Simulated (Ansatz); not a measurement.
`C[S][Ge][SH]` + `[Cl][SnH]([Cl])[Br]` → `[SH][Ge][Br]` + `C[S][SnH]([Cl])[Cl]`  (redistribution)

Gas-phase electronic energies from Ansatz, PBE0-D4/def2-TZVP geometries. CCSD(T)/CBS is the MP2 limit (def2-TZVPP, def2-QZVPP) plus CCSD(T) − MP2 in def2-TZVPP, frozen cores. DFT in def2-TZVPP. B3LYP here is the variant with VWN-RPA as its local correlation; programs differ in this. Elements past krypton have def2 core potentials. For Br, Ge, Sn outer-core shells are correlated without core-valence functions, which leaves a few kJ/mol of doubt a bond. Scalar relativity is left out up to krypton. Each species was taken in one conformer, which may not be the lowest.

```
             level  ΔE (kcal/mol)  difference from CCSD(T)/CBS
         r2SCAN-D4            1.0                         -0.1
          B3LYP-D4           -0.3                         -1.4
           ωB97M-V            0.0                         -1.1
            B2PLYP            0.6                         -0.5
               PBE            0.5                         -0.6
              PBE0            0.9                         -0.2
             B3LYP            0.3                         -0.8
     HF/def2-TZVPP            1.1                          0.0
    MP2/def2-TZVPP            0.8                         -0.3
   CCSD/def2-TZVPP            0.7                         -0.4
CCSD(T)/def2-TZVPP            0.7                         -0.4
     HF/def2-QZVPP            1.3                          0.2
    MP2/def2-QZVPP            1.1                          0.0
      HF/CBS(def2)            1.3                          0.2
     MP2/CBS(def2)            1.2                          0.1
    CCSD/CBS(def2)            1.1                          0.0
       CCSD(T)/CBS            1.1                            0
```

Largest T1 diagnostic among the species: 0.014.
